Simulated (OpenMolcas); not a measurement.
## Ge³⁺: CASPT2 settings compared

```
Program             : OpenMolcas 26.06
Basis               : ANO-RCC-VDZ [5s4p1d]
Scalar Hamiltonian  : DKH2, point nucleus
Active space        : 1 electron in 4 orbitals (4s 4p)
State averaging     : 2S+1 = 2 even, 1 root; 2S+1 = 2 odd, 3 roots
Spin-orbit coupling : RASSI with atomic mean-field integrals over the reference wave functions, term energies averaged over their components
```

Methods on the same reference wave functions:
A. CASSCF
B. SS-CASPT2, IPEA 0.6 Eh, sigma2 regulariser 0.4 Eh (closed shells correlated: 3d)
C. SS-CASPT2, IPEA 0.2 Eh, sigma2 regulariser 0.5 Eh (closed shells correlated: 3d)

Energies in eV above 4s 2S 1/2, the measured ground level; measured values from Sugar and Musgrove, J. Phys. Chem. Ref. Data 22, 1213 (1993).

```tsv
Level	A	B	C	Measured
4s 2S 1/2	0.0000	0.0000	0.0000	0.0000
4p 2P* 1/2	9.9566	9.987	9.986	10.0813
4p 2P* 3/2	10.3066	10.337	10.336	10.4274
```

Deviations, from unrounded energies. A percentage is the sum of absolute deviations over the sum of measured energies, with the sign that they share, or ± where signs differ.

| Against measurement | Levels | A | B | C |
| --- | --- | --- | --- | --- |
| mean absolute deviation (cm-1) | 2 | 990 | 750 | 750 |
| other configurations (%) | 2 | -1.2 | -0.9 | -0.9 |

B, C lie about equally close to measurement and A furthest from it. The largest miss of B in the table is 4p 2P* 1/2, by -760 cm-1. The ranking rests on the paired levels alone, and a cruder setting can come out closer through cancelling errors.

Between B and C no level of the table moves by more than 5 cm-1.

The lowest spin-free term lies below A's lowest term by 0.004 hartree in B, 0.005 hartree in C.

The basis is small and was not contracted for so high a charge. With one active electron the reference holds no correlation, so core polarisation is missing (holds for A). With one active electron, CASPT2 adds the correlation within the correlated inactive shells and between them and that electron, and leaves the splitting within a term as the reference gives it (holds for B; C). Computed and measured levels are paired by configuration, term and J; levels that our copy of the source lacks, or whose pairing is in doubt (as where it misses far off the trend of its configuration), stay unpaired and out of the deviations. Levels of configurations outside the active space are missing.

* marks odd parity.
